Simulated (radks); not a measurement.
Values are calculated unless marked as measured or tabulated.
Removal energies from the antimony ion Sb10+, [Kr] 4d5, by Delta-SCF beside the eigenvalue of the level emptied. Code: a radial shooting solver on a logarithmic mesh with Libxc functionals. Model: scalar-relativistic Kohn-Sham, PBEsol, spin-polarised, spherical densities, finite nucleus; Fermi nuclear charge, rms radius of each element as measured or else 0.836 A^(1/3) + 0.57 fm. Open shells are filled with parallel spins first.

removed from,final configuration,Delta-SCF (eV),-eigenvalue (eV)
4d,[Kr] 4d4,215.72,203.62
4p,[Ar] 3d10 4s2 4p5 4d5,283.55,271.06
4s,[Ar] 3d10 4s1 4p6 4d5,333.43,320.40
3d,[Ar] 3d9 4s2 4p6 4d5,731.95,703.93
